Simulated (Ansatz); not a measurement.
Consider the silylene formation by 1,1-elimination: `B[Si](F)(Cl)O[SiH3]` → `F[Si]Cl` + `BO[SiH3]`.

Program: Ansatz. Geometries: PBE0-D4/def2-TZVP. ΔE: electronic, gas phase. CCSD(T)/CBS adds triple-zeta CCSD(T) − MP2 to the extrapolated MP2 energy (def2 sets, frozen cores). This one scheme is used for every species. Functionals use def2-TZVPP. B3LYP here is the variant with VWN-RPA as its local correlation; programs differ in this. Each species was taken in one conformer, which may not be the lowest.

`B[Si](F)(Cl)O[SiH3]`:

Z-matrix (Å, degrees):
```
Si
F 1 1.591
Cl 1 2.057 2 106.4
B 1 1.995 2 113.8 3 -113.6
O 1 1.611 2 107.8 3 118.0
H 4 1.193 1 121.0 2 25.2
H 4 1.193 1 119.9 2 -159.4
Si 5 1.647 1 148.0 2 -70.6
H 8 1.484 5 110.1 1 1.2
H 8 1.482 5 108.4 1 -119.2
H 8 1.482 5 108.4 1 121.6
```

`F[Si]Cl`:

Cartesian coordinates in Å:
```
F 1.227 0.182 -0.598
Si -0.147 -0.632 -0.456
Cl -1.080 0.451 1.054
```

`BO[SiH3]`:

Cartesian coordinates in Å:
```
B -1.324 0.691 0.462
O -0.647 -0.180 -0.311
Si 0.961 -0.570 -0.406
H -0.737 1.361 1.271
H -2.511 0.770 0.314
H 1.741 0.231 0.571
H 1.419 -0.287 -1.787
H 1.098 -2.016 -0.113
```

```
             level  ΔE (kJ/mol)  difference from CCSD(T)/CBS
         r2SCAN-D4        130.5                         10.1
           PBE0-D4        123.8                          3.4
           ωB97X-V        127.1                          6.7
           ωB97M-V        102.6                        -17.8
            B2PLYP        103.2                        -17.2
            r2SCAN        127.1                          6.7
              PBE0        113.1                         -7.3
             B3LYP         87.9                        -32.5
     HF/def2-TZVPP        122.4                          2.0
    MP2/def2-TZVPP        124.7                          4.3
   CCSD/def2-TZVPP        117.1                         -3.3
CCSD(T)/def2-TZVPP        114.9                         -5.5
     HF/def2-QZVPP        122.5                          2.1
    MP2/def2-QZVPP        127.9                          7.5
     MP2/CBS(def2)        130.2                          9.8
    CCSD/CBS(def2)        122.6                          2.2
       CCSD(T)/CBS        120.4                            0
```

Largest T1 diagnostic among the species: 0.014.

The D4 term adds +19.2 kJ/mol with B3LYP and +10.8 kJ/mol with PBE0; it sums over pairs of atoms, weighted by their polarisabilities, and B3LYP, whose exchange is more repulsive, gets the larger term. From PBE to PBE0 (25 % exact exchange), in def2-TZVPP and without D4, ΔE moves by +22.5 kJ/mol.
